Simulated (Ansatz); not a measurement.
B2Cl2⁺. Charge 1, multiplicity 2. Geometry r2SCAN-D4/def2-TZVP, that of the neutral singlet.

```tsv
atom	x (Å)	y (Å)	z (Å)
B1	0.1163	0.3492	-0.6572
B2	-0.1165	-0.3456	0.6591
Cl3	0.3969	1.1327	-2.1177
Cl4	-0.3967	-1.1362	2.1158
```

The structure comes from a short search, and lower isomers may exist.

Problem. Estimate the α-spin orbital energies around the gap (eV) in Ansatz with PBE-D4/def2-TZVP, r2SCAN-D4/def2-TZVP, PBE0-D4/def2-TZVP.

Solution. 
```csv
orbital,PBE-D4/def2-TZVP,r2SCAN-D4/def2-TZVP,PBE0-D4/def2-TZVP
HOMO−5,-17.24,-17.69,-18.82
HOMO−4,-15.53,-15.97,-17.10
HOMO−3,-15.51,-15.82,-16.84
HOMO−2,-15.14,-15.47,-16.57
HOMO−1,-15.09,-15.45,-16.45
HOMO,-11.47,-11.81,-12.68
LUMO,-11.17,-11.03,-10.35
LUMO+1,-6.68,-6.61,-5.84
LUMO+2,-6.43,-5.91,-5.27
LUMO+3,-6.13,-5.84,-5.07
LUMO+4,-4.80,-4.21,-4.03
LUMO+5,-3.57,-2.95,-2.44
β HOMO,-14.87,-15.19,-16.22
β LUMO,-10.93,-10.87,-10.09
```
